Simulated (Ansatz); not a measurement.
One change: `BC(=C)[SiH2]C` becomes `B[C](=C)[AlH][CH3]`.

Ansatz, PBE0-D4/def2-TZVP geometries, multiplicity 1. Each molecule was computed in one conformer, which needn't be the lowest.

| property | `BC(=C)[SiH2]C` |
| --- | --- |
| LUMO energy (PBE0/def2-TZVPP) / eV | -2.19 |
| LUMO energy (B3LYP/def2-TZVPP) / eV | -2.39 |
| HOMO energy (PBE/def2-TZVPP) / eV | -6.97 |
| HOMO energy (PBE0/def2-TZVPP) / eV | -8.24 |
| HOMO–LUMO gap (B3LYP/def2-TZVPP) / eV | 5.66 |
| HOMO energy (ωB97M-V/def2-TZVPP) / eV | -10.45 |

(1) What does the change do to each property? (An estimate is asked.)

Answers

(1) Ansatz gave: 
| property | `B[C](=C)[AlH][CH3]` | shift |
| --- | --- | --- |
| LUMO energy (PBE0/def2-TZVPP) / eV | -2.19 | 0.00 |
| LUMO energy (B3LYP/def2-TZVPP) / eV | -2.39 | 0.00 |
| HOMO energy (PBE/def2-TZVPP) / eV | -6.25 | 0.72 |
| HOMO energy (PBE0/def2-TZVPP) / eV | -7.48 | 0.76 |
| HOMO–LUMO gap (B3LYP/def2-TZVPP) / eV | 4.91 | -0.75 |
| HOMO energy (ωB97M-V/def2-TZVPP) / eV | -9.68 | 0.77 |

B3LYP here is the variant with VWN-RPA as its local correlation; programs differ in this.
